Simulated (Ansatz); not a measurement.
Basis sets compared for SnCl₄. Total charge 0; singlet. Geometry B3LYP-D4/def2-SVP. Ansatz on 2 threads of Arm Neoverse V2 on a shared host; times are rough, and most runs start from earlier orbitals.

```xyz
5

Sn    0.000    0.000    0.000
Cl   -0.696    1.170   -1.897
Cl   -1.079    0.859    1.884
Cl    2.309    0.231    0.253
Cl   -0.534   -2.260   -0.240
```

In the def2 sets Sn takes a core potential, while STO-3G treats all electrons; there is no spin–orbit coupling.

STO-3G and 6-31G are all-electron sets without relativity, so their totals don't compare with the def2 sets.

Binding counts from free atoms (Sn triplet, Cl doublet) in the same basis, without a counterpoise term.

| level | functions | energy (Eh) | HOMO (eV) | LUMO (eV) | binding per atom (eV) | wall time |
| --- | --- | --- | --- | --- | --- | --- |
| HF/STO-3G | 63 | -7781.9150 | -11.47 | 3.73 | 2.94 | 0.75 s |
| HF/def2-TZVP | 198 | -2051.5926 | -13.19 | 0.06 | 1.88 | 3.4 s |
| PBE-D4/def2-SVP | 98 | -2053.9426 | -8.07 | -4.38 | 2.78 | 1.2 s |
| PBE-D4/def2-TZVP | 198 | -2054.5973 | -8.30 | -4.55 | 2.80 | 2.6 s |
| PBE-D4/def2-TZVPD | 240 | -2054.5994 | -8.35 | -4.61 | 2.79 | 4.2 s |
| r2SCAN-D4/def2-TZVP (with forces) | 198 | -2055.3059 | -8.71 | -4.44 | 2.76 | 8 s |
| r2SCAN-D4/def2-TZVPD | 240 | -2055.3074 | -8.72 | -4.47 | 2.76 | 9 s |
| PBE0-D4/def2-SVP | 98 | -2054.1024 | -9.61 | -3.62 | 2.69 | 1.9 s |
| PBE0-D4/def2-TZVP | 198 | -2054.7496 | -9.77 | -3.71 | 2.73 | 5.5 s |
| PBE0-D4/def2-TZVPD | 240 | -2054.7512 | -9.80 | -3.77 | 2.72 | 7.5 s |

**Question.** Estimate the rows for PBE0-D4/def2-QZVPP.

**Answer.** 
```
             level  functions  energy (Eh)  HOMO (eV)  LUMO (eV)  binding per atom (eV)  wall time
PBE0-D4/def2-QZVPP        362   -2054.8063      -9.79      -3.73                   2.73       15 s
```
